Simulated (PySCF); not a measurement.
Molecule: propylboronic acid (CCCB(O)O, C3H9BO2).

Bonds (- single, = double, # triple, : aromatic): C1-C2, C2-C3, C3-B4, B4-O5, B4-O6. C1 carries H7, H8, H9; C2 carries H10, H11; C3 carries H12, H13; O5 carries H14; O6 carries H15.

Frames of a GFN2-xTB Langevin trajectory at 300 K; GIAO PBE0/pcSseg-1 shieldings in PySCF 2.14, gas phase, non-relativistic; equivalent atoms averaged within each frame.

δ = σ(ref) − σ, references computed at the same level: 13C (186.93 ppm), 1H (31.72 ppm) vs TMS; 11B (100.07 ppm) against BF3·OEt2; 17O (336.08 ppm) vs H2O. The references are static minima.

Question: How do the shifts (ppm) fluctuate along the trajectory?

Answer: 
```
         time (fs)    C2    C3    C1    B4  O5/O6  H14/H15  H10/H11  H7/H8/H9  H12/H13
               250  24.1  22.7  20.8  27.2  122.1     4.20     1.96      1.63     1.01
               425  22.6  26.1  22.3  28.0  123.1     4.24     1.53      1.20     0.60
               625  24.2  27.3  21.0  28.9  115.0     3.20     2.73      1.23     0.37
               800  21.7  26.2  18.0  29.2  126.8     3.80     1.01      0.97     1.40
              1000  21.0  21.2  16.6  32.0  123.8     3.88     1.79      0.81     1.13
    mean of frames  22.7  24.7  19.7  29.1  122.2     3.86     1.80      1.17     0.90
standard deviation   1.4   2.6   2.4   1.8    4.4     0.42     0.63      0.31     0.42
```

5 frames give an uncertainty of the mean of about the standard deviation over 2.2 at best, since frames this close in time may not be independent; classical motion lacks zero-point vibration, and the reference would need the same averaging.
